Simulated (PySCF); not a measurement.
## Solvent effects on NMR parameters

Structure with atom numbers: `[CH3:1][N:2]([CH3:3])[Si@H:4]1[CH:5]=[CH:6][Si@@H:7]([NH2:8])[CH:9]=[CH:10]1`. Each H is labelled by its parent atom.

GIAO PBE0/pcSseg-1 in PySCF on one PBE0-D3(BJ)/def2-SVP conformer, non-relativistic, equivalent nuclei averaged. Solvents enter as an IEF-PCM continuum (acetonitrile with ε = 35.7, water with ε = 78.4) around the gas-phase geometry. Shifts are referred to TMS computed in the same medium.

Gas phase, δ in ppm: C6/C9 161.0, C5/C10 158.4, C1/C3 39.5, Si4 -40.3, Si7 -51.7, H(C6)/H(C9) 7.15, H(C5)/H(C10) 7.05, H(Si4) 4.69, H(Si7) 4.66, H(C1)/H(C3) 2.49, H(N8) 0.19. Dipole moment 1.86 D.

**Question.** How does each δ change in the continuum?

**Answer.** 
```tsv
atoms	environment	Δδ, acetonitrile	Δδ, water
C6/C9	alkene CH	+1.9	+2.0
C5/C10	alkene CH	+1.7	+1.8
C1/C3	methyl carbon bonded to N	+0.5	+0.5
Si4	silicon bonded to 2 C, N, H, in a 6-membered ring	-1.1	-1.2
Si7	silicon bonded to 2 C, N, H, in a 6-membered ring	-0.6	-0.7
H(C6)/H(C9)	hydrogen on an alkene CH	+0.12	+0.12
H(C5)/H(C10)	hydrogen on an alkene CH	+0.12	+0.13
H(Si4)	hydrogen on a silicon bonded to 2 C, N, in a 6-membered ring	-0.08	-0.08
H(Si7)	hydrogen on a silicon bonded to 2 C, N, in a 6-membered ring	-0.12	-0.13
H(C1)/H(C3)	hydrogen on a methyl carbon bonded to N	+0.04	+0.04
H(N8)	hydrogen on a nitrogen bonded to Si	+0.47	+0.48
```

Changes are relative to the gas phase. The dipole moment becomes 2.43 D in acetonitrile, 2.45 D in water.

**Question.** Which of the listed nuclei move most (in ppm), and what does the model miss? (N and O are left out, as their reference compounds move with the solvent too.)

**Answer.** C6/C9 (alkene CH, +2.0 ppm) in water. A continuum only polarises the solute; specific hydrogen bonds, the anisotropy of aromatic solvents and changes of geometry or conformer are outside it.
